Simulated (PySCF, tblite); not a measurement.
Isomers of C10H16, one GFN2-xTB conformer each. Single-point energies are computed at PBE0/pcSseg-1 (PySCF, gas phase, no added dispersion term), electronic only.

| SMILES | GFN2-xTB relative energy (kcal/mol) |
| --- | --- |
| CC(C)(C)[C@H]1C=CC=CC1 | 20.0 |
| C=C[C@@H]1C[C@@H]2CCC[C@H]1C2 | 0.0 |
| C1C[C@@H]2C[C@@H]2[C@@H](C2CC2)C1 | 17.0 |
| C=C=CC(C)(C)CC1CC1 | 54.3 |

Conformers: `[CH3:1][C:2]([CH3:3])([CH3:4])[C@H:5]1[CH:6]=[CH:7][CH:8]=[CH:9][CH2:10]1` with C2–C5–C6–C7 158°, C6–C7–C8–C9 -13°, C8–C9–C10–C5 31°, C2–C5–C10–C9 -170°; `[CH2:1]=[CH:2][C@@H:3]1[CH2:4][C@@H:5]2[CH2:6][CH2:7][CH2:8][C@H:9]1[CH2:10]2` with C1–C2–C3–C4 -18°; `[CH2:1]1[CH2:2][C@@H:3]2[CH2:4][C@@H:5]2[C@@H:6]([CH:7]2[CH2:8][CH2:9]2)[CH2:10]1` with C5–C6–C7–C8 -156°, C10–C1–C2–C3 -51°, C1–C2–C3–C4 90°, C2–C3–C4–C5 -110°, C3–C4–C5–C6 111°; `[CH2:1]=[C:2]=[CH:3][C:4]([CH3:5])([CH3:6])[CH2:7][CH:8]1[CH2:9][CH2:10]1` with C2–C3–C4–C5 -2°, C3–C4–C7–C8 -60°, C4–C7–C8–C9 -165°.

Question: What does PBE0/pcSseg-1 give for the same structures?

Answer: 
| SMILES | PBE0/pcSseg-1 E (Eh) | PBE0/pcSseg-1 (kcal/mol) | GFN2-xTB (kcal/mol) | point group |
| --- | --- | --- | --- | --- |
| C=C[C@@H]1C[C@@H]2CCC[C@H]1C2 | -390.15629 | 0.0 | 0.0 | C1 |
| CC(C)(C)[C@H]1C=CC=CC1 | -390.13947 | 10.6 | 20.0 | C1 |
| C1C[C@@H]2C[C@@H]2[C@@H](C2CC2)C1 | -390.12223 | 21.4 | 17.0 | C1 |
| C=C=CC(C)(C)CC1CC1 | -390.07937 | 48.3 | 54.3 | C1 |

Both levels put the same isomer lowest; measured from each level's own lowest isomer, the values differ by up to 9.4 kcal/mol (CC(C)(C)[C@H]1C=CC=CC1: 20.0 against 10.6). As drawn, the highest has a three-membered ring, cumulated double bonds and a quaternary carbon, which the lowest lacks.

Question: Which frontier levels, dipoles and rotational constants go with these structures?

Answer: 
```csv
SMILES,"HOMO (eV, PBE0/pcSseg-1)",LUMO (eV),dipole (D),"A, B, C (MHz)"
C=C[C@@H]1C[C@@H]2CCC[C@H]1C2,-7.27,0.48,0.36,"2046, 1214, 1164"
CC(C)(C)[C@H]1C=CC=CC1,-6.12,-0.66,0.51,"2469, 948.4, 815.9"
C1C[C@@H]2C[C@@H]2[C@@H](C2CC2)C1,-7.49,1.45,0.19,"2433, 975.6, 808.7"
C=C=CC(C)(C)CC1CC1,-7.23,0.44,0.26,"1703, 929.5, 736.7"
```

Question: What happens when harmonic zero-point energies from GFN2-xTB frequencies are added?

Answer: 
| SMILES | ZPE (kcal/mol) | electronic (kcal/mol) | with ZPE (kcal/mol) |
| --- | --- | --- | --- |
| C=C[C@@H]1C[C@@H]2CCC[C@H]1C2 | 148.2 | 0.0 | 0.0 |
| CC(C)(C)[C@H]1C=CC=CC1 | 145.1 | 10.6 | 7.4 |
| C1C[C@@H]2C[C@@H]2[C@@H](C2CC2)C1 | 147.6 | 21.4 | 20.8 |
| C=C=CC(C)(C)CC1CC1 | 143.1 | 48.3 | 43.2 |

The zero-point energies span 5.1 kcal/mol. The order is unchanged.
